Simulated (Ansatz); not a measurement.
F2Sn (SMILES [F][Sn][F]) moved off its minimum; all values from Ansatz (a program for electronic structure), cores frozen in correlated methods. Elements past Kr take the def2 small-core potentials, without spin–orbit coupling.
(charge 0, multiplicity 1)
```xyz
3

Sn    -0.0728    -0.0096     0.4067
F      0.6893     1.2038    -0.9066
F     -0.7408    -1.2794    -0.9869
```

Problem. Give the forces (eV/Å), the total energy and the dipole at CCSD(T)/def2-TZVPPD.

Solution. 
```csv
atom,Fx,Fy,Fz
Sn1,-0.313,-0.624,-1.026
F2,-0.021,-0.022,0.173
F3,0.333,0.646,0.852
```
Energy -413.0258 hartree, dipole 4.15 D.
